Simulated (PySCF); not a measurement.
Stepwise substitution at one centre (Sn C2H5-I). Gas-phase values, no solvent. One relaxed conformer stands for each flexible species; it need not be the lowest. Strings in code marks are SMILES.

The numbers are results of PBE-D3(BJ)/def2-TZVP // PBE-D3(BJ)/def2-SVP run with PySCF, not measurements. Excitations are Tamm–Dancoff values on a coarser integration grid. The basis has no diffuse functions, so Rydberg states are missing or too high.

| species | S1 oscillator strength | LUMO (eV) | S1 excitation (TDA) (eV) | HOMO–LUMO gap (eV) |
|---|---|---|---|---|
| 0 of 4 C2H5 replaced by I (`C[CH2][Sn]([CH2]C)([CH2]C)[CH2]C`) | … | … | … | 5.55 |
| 2 of 4 C2H5 replaced by I | 0.040 | -2.58 | 3.85 | 3.61 |
| 3 of 4 C2H5 replaced by I (`[I][Sn]([I])([I])[CH2]C` (C–C–Sn–I torsion 59°)) | 0.000 | -3.69 | 2.89 | 2.77 |
| 4 of 4 C2H5 replaced by I (`[I][Sn]([I])([I])[I]`) | 0.000 | … | 2.30 | 2.17 |

### Question
Some entries are withheld; supply them.

### Answer

- 0 of 4 C2H5 replaced by I (`C[CH2][Sn]([CH2]C)([CH2]C)[CH2]C`), S1 oscillator strength: 0.019
- 0 of 4 C2H5 replaced by I (`C[CH2][Sn]([CH2]C)([CH2]C)[CH2]C`), LUMO (eV): -0.29
- 0 of 4 C2H5 replaced by I (`C[CH2][Sn]([CH2]C)([CH2]C)[CH2]C`), S1 excitation (TDA) (eV): 5.71
- 4 of 4 C2H5 replaced by I (`[I][Sn]([I])([I])[I]`), LUMO (eV): -4.61
